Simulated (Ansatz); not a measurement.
System: sum formula H$_{3}$Si$_{2}$OCl$_{2}$ (charge 0, doublet). It need not be the lowest isomer of its formula. 
Coordinates optimised at B3LYP-D3(BJ)/def2-TZVP (Ansatz, an electronic-structure program):
```xyz
8

Si     0.5329     0.0312     0.6343
Cl     0.3174     1.9799    -0.0439
Cl     2.0931    -0.8722    -0.3749
O     -0.8284    -0.7892     0.3405
Si    -2.3812    -0.7619    -0.2352
H     -3.1488     0.2888     0.4654
H     -2.9696    -2.0889     0.0306
H     -2.3572    -0.4882    -1.6871
```
Charge 0, spin multiplicity 2.

Property: atomisation energy (electronic, to ground-state atoms), in kcal/mol. Valence correlation only, unless marked. UHF or UKS for open shells. Spin-orbit coupling is left out. Non-relativistic. The coupled-cluster limit lacks core correlation, which all-electron functionals hold. Basis-set limits of correlation are two-point, X^-3; Hartree-Fock from the larger set. [CCSD(T)-MP2]/basis is that difference in the basis named.

```csv
level,program,atomisation energy (kcal/mol)
PBE0/STO-3G,Ansatz,727.1
PBE0-D3(BJ)/def2-TZVPD,Ansatz + dftd3,629.8
PBE-QIDH/def2-TZVPD,Ansatz,628.7
CCSD/cc-pV(D+d)Z,Ansatz,…
"RI-MP2/CBS(cc-pV(T+d)Z,cc-pV(Q+d)Z)+[CCSD(T)-MP2]/cc-pV(T+d)Z",Ansatz,637.9
```

### Question
Some entries are withheld; supply them.

### Answer

- CCSD/cc-pV(D+d)Z, atomisation energy (kcal/mol): 559.0
